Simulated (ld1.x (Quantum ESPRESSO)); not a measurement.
Reading a pseudo-wave (magnesium (Mg))

Columns: radius, all-electron u(r) and pseudo u(r) of the 3s shell (level -4.71 eV) of magnesium in the configuration [He] 2s2 2p6 3s2 3p0; PBE, scalar-relativistic, TM scheme, ld1.x (Quantum ESPRESSO) 7.5.

| r (bohr) | all-electron | pseudo |
| --- | --- | --- |
| 0.120 | 0.0826 | 0.0180 |
| 0.240 | -0.0951 | 0.0366 |
| 0.360 | -0.2129 | 0.0564 |
| 0.480 | -0.2416 | 0.0780 |
| 0.600 | -0.2067 | 0.1021 |
| 0.720 | -0.1354 | 0.1292 |
| 0.840 | -0.0473 | 0.1601 |
| 0.960 | 0.0453 | 0.1949 |
| 1.080 | 0.1352 | 0.2340 |
| 1.200 | 0.2184 | 0.2767 |
| 1.320 | 0.2929 | 0.3223 |
| 1.440 | 0.3581 | 0.3692 |
| 1.560 | 0.4138 | 0.4154 |
| 1.680 | 0.4605 | 0.4587 |
| 1.800 | 0.4991 | 0.4971 |
| 1.920 | 0.5305 | 0.5294 |
| 2.040 | 0.5552 | 0.5548 |
| 2.160 | 0.5738 | 0.5737 |
| 2.280 | 0.5868 | 0.5868 |
| 2.400 | 0.5946 | 0.5946 |
| 2.520 | 0.5979 | 0.5979 |
| 2.640 | 0.5971 | 0.5971 |
| 2.760 | 0.5927 | 0.5927 |
| 2.880 | 0.5853 | 0.5853 |
| 3.000 | 0.5753 | 0.5753 |
| 3.120 | 0.5631 | 0.5631 |

Task: How many radial nodes do the two functions have?

Result: The all-electron 3s function has n − l − 1 = 2; the pseudo-wave has 0, since the states of the same l below it are removed with the core.

Task: At about which radius was the pseudo-wave matched?

Result: 2.40 bohr. The columns agree to 0.0005 from 2.04 bohr on; several derivatives are matched, so the curves merge somewhat inside the radius.

Task: Where does each function peak?

Result: Outermost all-electron maximum near 2.52 bohr, pseudo maximum near 2.52 bohr (to the table’s step).

Task: Is the pseudo-wave norm-conserving?

Result: Yes: the TM scheme keeps the norm inside the radius equal to the all-electron one, which fixes the energy derivative of the logarithmic derivative at the level.
